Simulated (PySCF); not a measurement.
A species of formula C5H6ClFO has this rotational fingerprint, computed with wB97X-D/def2-SVPD in PySCF (dipole) on a GFN2-xTB geometry, gas phase:

* Rotational constants: A = 3403, B = 937.7, C = 767.4 MHz
* Dipole components: |μa| = 3.13 D, |μb| = 0.96 D, |μc| = 0.14 D
* Inertial defect: -28.94 u·Å²
* κ: -0.87

Question: Which candidate fits, each taken in the one conformer that was computed?
A. `[CH3:1][O:2][C@@H:3]1[CH2:4]/[C:5]1=[C:6](\[F:7])[Cl:8]` with C1–O2–C3–C4 152°
B. `[CH3:1][CH2:2]/[CH:3]=[C:4](/[F:5])[C:6](=[O:7])[Cl:8]` with C1–C2–C3–C4 -134°, C3–C4–C6–O7 -6°

Answer: B. It is CC/C=C(/F)C(=O)Cl, an asymmetric top, point group C1. The candidates at the same level (rigid rotor, commonest isotopes):

```tsv
SMILES	A (MHz)	B (MHz)	C (MHz)	μa (D)	μb (D)	μc (D)	Δ (u·Å²)	point group	rotor
CO[C@@H]1C/C1=C(\F)Cl	2416	1207	851.6	1.41	0.23	1.03	-34.29	C1	asymmetric top
CC/C=C(/F)C(=O)Cl	3403	937.7	767.4	3.13	0.96	0.14	-28.94	C1	asymmetric top
```

`CO[C@@H]1C/C1=C(\F)Cl` has A 29 % too low. No structure here is proved a minimum.
